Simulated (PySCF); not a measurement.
Frontier orbitals and the lowest excitations

C3H8BrGeN.
Structure used (PBE0-D3(BJ)/def2-SVP), in Å, numbered top down from 1:
```
atom  x, y, z in Å
C1    -1.3406    0.7634    1.2803
C2    -0.7097    0.1952    0.2455
C3    -1.3244   -0.8369   -0.6473
Ge4    1.1193    0.7518   -0.1144
N5     2.3923   -0.5569   -0.1583
Br6    1.1160    1.5760   -2.2847
H7    -2.3695    0.4914    1.5479
H8    -0.8635    1.5275    1.9033
H9    -1.3556   -0.4766   -1.6890
H10   -2.3494   -1.0903   -0.3358
H11   -0.7266   -1.7638   -0.6540
H12    1.5637    1.8496    0.8640
H13    2.5454   -1.0391    0.7239
H14    2.2811   -1.2369   -0.9053
```

Computed, not measured: TDDFT wB97X-D/def2-SVPD, vertical, gas phase, core orbitals frozen in the response in PySCF 2.14.0, density-fitted response routines. Relativistic effects, spin–orbit coupling among them, are left out although an element past zinc is present.

Frontier orbitals with the atoms that hold most of them (Löwdin shares over 4%, at most four atoms; ? is withheld):

```
orbital  ε (eV)                             atoms
 LUMO+2    1.92  Ge4 19%, C1 16%, C2 15%, Br6 13%
 LUMO+1    1.76   Ge4 27%, Br6 25%, N5 9%, H13 9%
   LUMO    1.04                                 ?
   HOMO   -9.42    N5 49%, C2 14%, Ge4 10%, C1 7%
 HOMO-1   -9.67                                 ?
 HOMO-2   -9.99            Br6 71%, Ge4 9%, N5 8%
 HOMO-3  -10.11     Br6 70%, Ge4 7%, C1 6%, C2 6%
```

(1) Which atoms hold the LUMO, and with what shares?

(2) Give the leading atoms of the HOMO-1.

(3) The HOMO–LUMO gap is 10.47 eV. Where does the response calculation put the lowest singlet, and from which orbitals?

Results:

(1) C1 (bonded to C and 2 H) 25%; C2 (bonded to 2 C and Ge) 20%; Br6 (bonded to Ge) 20%; Ge4 (bonded to Br, C, N and H) 17%. By element: carbon 44% or more, bromine 20%, germanium 17%.

(2) Br6 (bonded to Ge) 28%; C2 (bonded to 2 C and Ge) 27%; C1 (bonded to C and 2 H) 26%; C3 (bonded to C and 3 H) 5%. By element: carbon 58%, bromine 28%.

(3) S1 is at 6.02 eV (f = 0.0073), 4.45 eV below the gap, made of HOMO→LUMO (75%), HOMO-1→LUMO (14%). Without the coupling terms of the response equations the lowest excitation would equal the gap.

Next come S2 at 6.52 eV (f 0.113), HOMO-1→LUMO (40%), HOMO-2→LUMO (18%), HOMO→LUMO (11%); S3 at 6.61 eV (f 0.022), HOMO-2→LUMO (40%), HOMO-3→LUMO (26%); S4 at 6.76 eV (f 0.045), HOMO→LUMO+1 (64%), HOMO→LUMO+3 (10%); S5 at 6.83 eV (f 0.040), HOMO→LUMO+2 (38%), HOMO-3→LUMO (15%).

One conformer stands for the species.
